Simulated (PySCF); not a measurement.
This PySCF input asks for the NMR shieldings of SMILES B[SiH2]c1cc(=O)c1=O, C4H5BO2Si; the geometry comes from GFN2-xTB.

```python
import basis_set_exchange as bse
import numpy as np
from pyscf import gto, dft
from pyscf.prop import nmr

atoms = """
B     2.354079    0.935732    0.179659
Si    1.381102   -0.682910   -0.347494
C    -0.454186   -0.337356   -0.044908
C    -1.376045   -0.659455    0.904435
C    -2.470249    0.116087    0.278944
O    -3.616592    0.356457    0.520911
C    -1.438475    0.492251   -0.810012
O    -1.406003    1.149377   -1.806482
H     2.338197    1.892459   -0.490568
H     2.964286    0.988256    1.175250
H     1.419889   -1.057192   -1.769135
H     1.628797   -1.928135    0.400561
H    -1.329188   -1.265085    1.791109
"""
names = dict.fromkeys(["B", "Si", "C", "O", "H"], "pcSseg-1")
basis = {el: gto.basis.parse(bse.get_basis(n, elements=[el], fmt="nwchem")) for el, n in names.items()}
mol = gto.M(atom=atoms, basis=basis, charge=0, verbose=0)
mf = dft.RKS(mol, xc="PBE0")
mf.grids.level = 2
mf.grids.alignment = dft.numint.BLKSIZE   # the property module wants whole blocks of grid points
mf.conv_tol = 1e-9
mf.kernel()

calc = nmr.RKS(mf)   # GIAO
C = mf.mo_coeff
Co = C[:, mf.mo_occ > 0]
resp = mf.gen_response(singlet=True, hermi=2)
def vind(x):   # induced exchange potential for any number of trial vectors
    d = np.einsum("pi,xij,qj->xpq", C, 2 * x.reshape(-1, C.shape[1], Co.shape[1]), Co, optimize=True)
    return np.einsum("xpq,pi,qj->xij", resp(d - d.transpose(0, 2, 1)), C, Co, optimize=True).ravel()
mo1, _ = nmr.rhf.solve_mo1(calc, with_cphf=vind)
sigma = calc.kernel(mo1)
for i, s in enumerate(sigma):   # ppm
    w = np.linalg.eigvalsh((s + s.T) / 2)
    print("%2d %-2s iso %8.1f  s11 %8.1f  s22 %8.1f  s33 %8.1f" % (i, mol.atom_pure_symbol(i), w.mean(), *w))
```

Task: What are the results?

Result: 
```
 0 B  iso    -13.6  s11   -125.0  s22    -67.4  s33    151.6
 1 Si iso    443.2  s11    420.4  s22    450.4  s33    458.7
 2 C  iso    -31.9  s11   -146.3  s22    -99.4  s33    150.2
 3 C  iso    -22.1  s11   -168.8  s22    -34.3  s33    136.8
 4 C  iso    -14.8  s11    -75.7  s22    -11.1  s33     42.5
 5 O  iso   -307.2  s11   -943.1  s22   -277.6  s33    299.1
 6 C  iso    -19.8  s11    -83.9  s22    -18.7  s33     43.3
 7 O  iso   -294.9  s11   -882.0  s22   -310.3  s33    307.5
 8 H  iso     21.2  s11      8.7  s22     26.6  s33     28.2
 9 H  iso     21.2  s11      8.9  s22     26.5  s33     28.2
10 H  iso     26.9  s11     23.6  s22     25.9  s33     31.2
11 H  iso     27.0  s11     24.2  s22     25.3  s33     31.6
12 H  iso     21.5  s11     12.6  s22     24.7  s33     27.0
```

These numbers come from an equivalent density-fitted implementation of the same equations, which agrees with the script to about 0.01 ppm for H and up to a few tenths of a ppm for heavy atoms, so last digits may differ.

Size and cost of the density-fitted run: 168 basis functions, 45 s wall time on 1 thread of an Arm Neoverse N1, shared host; peak memory 0.76 GiB.
